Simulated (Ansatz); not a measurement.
ClGaHS (`[SH][Ga][Cl]`) radical. Charge 0, multiplicity 2.

Cartesian coordinates in Å:
```
S -0.3816 -1.4969 0.3534
Ga 0.5997 0.4169 0.9549
Cl 0.5233 2.0441 -0.4791
H -0.7414 -0.9642 -0.8292
```

(1) What are the harmonic wavenumbers in cm⁻¹ at PBE0-D4/def2-TZVP (Ansatz, finite differences of forces, unscaled)? (An estimate is asked.)

(2) Is this a minimum?

(3) Give the ideal-gas thermochemistry at 298.15 K and 1 bar (rigid rotor, harmonic oscillator; point group Cs, symmetry number 1).

(4) And at 400, 500, 600, 800 and 1000 K?

Answers

(1) The calculation gave: 113, 232, 353, 404, 617, 2697.

(2) Yes, all 6 modes are real.

(3) Zero-point energy 26.4 kJ/mol; H(298) − E = 41.7 kJ/mol; entropy 318.9 J/(mol·K), of which translation 170.3, rotation 111.0, vibration 31.8, electronic 5.8; G(298) − E = -53.4 kJ/mol.

(4) 
```tsv
T (K)	H − E (kJ/mol)	S (J/mol/K)	G − E (kJ/mol)
400	48.6	338.7	-86.9
500	55.6	354.4	-121.6
600	62.8	367.5	-157.7
800	77.6	388.7	-233.4
1000	92.7	405.6	-312.9
```
